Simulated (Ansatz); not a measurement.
# A ladder of methods for InHF (SMILES [F][InH])

The species is InHF (3 atoms), meant as a doublet with charge 0. As SMILES, `[F][InH]`. Geometry: relaxed at PBE0-D4/def2-TZVP.

```tsv
atom	x (Å)	y (Å)	z (Å)
F	1.0884	0.9895	0.6943
In	-0.5225	0.3551	-0.2448
H	-0.5769	-1.4094	-0.4628
```

Each level gives the vertical ionisation energy (to the singlet cation) (eV). The values are calculated.

| level | kind | program | value (eV) | less FCI/STO-3G |
| --- | --- | --- | --- | --- |
| UHF/STO-3G | Hartree–Fock | Ansatz | 4.69 | +0.81 |
| U-revPBE/STO-3G | GGA | Ansatz | 4.81 | +0.93 |
| UPBE/STO-3G | GGA | Ansatz | 4.87 | +0.99 |
| UPBE0/STO-3G | global hybrid | Ansatz | 5.04 | +1.16 |
| UHSE06/STO-3G | range-separated hybrid | Ansatz | 5.03 | +1.15 |
| UB2PLYP/STO-3G | double hybrid | Ansatz | 4.64 | +0.76 |
| RPA@PBE/STO-3G | RPA | Ansatz | 3.77 | -0.11 |
| UMP2/STO-3G | perturbation theory | Ansatz | 4.16 | +0.28 |
| UBCCD(T)/STO-3G | coupled cluster or CI | Ansatz | 3.92 | +0.04 |
| FCI/STO-3G | exact in the basis | Ansatz | 3.88 | 0.00 |

FCI/STO-3G is exact within its basis and frozen core, so for wave-function methods in that basis the difference is their error; functionals converge differently with the basis, so for them it is only a difference. All-electron rows without a relativistic Hamiltonian named are non-relativistic. Spin-orbit coupling, which can split open shells on such heavy atoms by tenths of an eV, is left out. The values span 3.77 to 5.04 eV. All rows use very small basis sets, so none should be taken for the real molecule's value. In the correlated wave-function rows the outer d shell of In is correlated, in sets not made for it.
